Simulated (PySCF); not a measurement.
Input of a response calculation (the driver script's job line, then coordinates in Å):

```
{"job": {"kind": "uv", "xc": "wB97X-D", "basis": "def2-SVPD", "nstates": 8, "ntriplets": 3}, "charge": 0, "multiplicity": 1}
N     -1.888763     0.956149    -0.234045
Si    -1.674069    -0.749941    -0.197179
Ge     0.634027    -1.058795    -0.465919
Ge     2.103437     0.740412     0.070702
H     -1.378951     1.506394    -0.907695
H     -2.808376     1.344624    -0.101418
H     -2.413778    -1.511991    -1.217789
H     -2.155197    -1.169283     1.119414
H      1.012528    -1.482444    -1.874547
H      1.138191    -2.263102     0.302363
H      1.856954     1.355132     1.419125
H      3.571792     0.418923     0.075752
H      1.997816     1.914407    -0.867739
```

Its output, with some lines taken out ([cut]):

```
coarse grid: 48616 points
cycle   1  E = -4503.0884372955  dE = -1.162e+00  |g| = 5.714e-01  |ddm| = 3.936e+00
cycle   2  E = -4503.0987256406  dE = -1.029e-02  |g| = 5.549e-01  |ddm| = 1.132e+00
cycle   3  E = -4503.1421257447  dE = -4.340e-02  |g| = 3.177e-02  |ddm| = 4.819e-01
cycle   4  E = -4503.1424483429  dE = -3.226e-04  |g| = 1.998e-02  |ddm| = 1.171e-01
cycle   5  E = -4503.1425304787  dE = -8.214e-05  |g| = 4.437e-03  |ddm| = 3.077e-02
cycle   6  E = -4503.1425361439  dE = -5.665e-06  |g| = 7.775e-04  |ddm| = 1.733e-02
final grid: 97344 points
cycle   7  E = -4503.1419439002  dE = -1.342e-06  |g| = 7.665e-04  |ddm| = 9.729e-03
cycle   8  E = -4503.1419439817  dE = -8.148e-08  |g| = 6.421e-04  |ddm| = 2.584e-03
cycle   9  E = -4503.1419440349  dE = -5.318e-08  |g| = 7.664e-05  |ddm| = 5.274e-04
cycle  10  E = -4503.1419440379  dE = -3.003e-09  |g| = 3.736e-05  |ddm| = 3.858e-04
cycle  11  E = -4503.1419440385  dE = -6.285e-10  |g| = 8.676e-06  |ddm| = 1.418e-04
converged SCF energy = -4503.1419440385

Static polarisability (au): isotropic 102.882, principal 85.266 98.253 125.127

Singlet excitations
state   eV       nm        f      main configurations
[cut]
[cut]
[cut]
  4   7.2386    171.3   0.04305   H-2->L 0.76
  5   7.3142    169.5   0.01719   H->L+2 0.32, H->L+1 0.19, H-1->L+2 0.09
  6   7.4348    166.8   0.10116   H-1->L+1 0.28, H->L+2 0.24, H-1->L+2 0.14
  7   7.6587    161.9   0.01118   H->L+3 0.31, H-3->L 0.22, H->L+4 0.14
[cut]

Triplet excitations (Tamm-Dancoff, eV): 5.7118 6.0955 6.5052
```

Method used: TDDFT wB97X-D/def2-SVPD, vertical, gas phase, core orbitals frozen in the response (PySCF). Geometry: GFN2-xTB, one conformer, isolated molecule. Relativistic effects, spin–orbit coupling among them, are left out although an element past zinc is present.

What stood in the cut lines?

```
  1   6.0161    206.1   0.01221   H->L 0.85
  2   6.8154    181.9   0.20312   H-1->L 0.68
  3   7.0463    176.0   0.15390   H->L+1 0.52, H->L+2 0.13, H->L+3 0.10
  8   7.6697    161.7   0.01719   H-3->L 0.41, H->L+3 0.12
```

Give the energy of state 1 in hartree, cm⁻¹ and kJ/mol.

0.22109 hartree, 48523 cm⁻¹, 580.5 kJ/mol.

What is the total energy of state 1 at this geometry?

-4503.14194 + 0.22109 = -4502.92085 hartree.

How many basis functions and electrons does this run hold?

192 basis functions for 94 electrons in 47 doubly occupied orbitals.

Write the structure that the coordinates describe.

`N[SiH2][GeH2][GeH3]` (Ge2H9NSi), point group C1.

The SCF starts on a coarse grid; the energy jumps when the final grid takes over, and dE counts afresh there. H and L stand for HOMO and LUMO.

Conformer computed: `[NH2:1][SiH2:2][GeH2:3][GeH3:4]`: N1–Si2–Ge3–Ge4 22°, H–N1–Si2–Ge3 42°, H–N1–Si2–Ge3 -178°.

The pairwise dispersion term of wB97X-D wasn't added to the energies; at a given geometry it leaves orbitals and properties as they are.
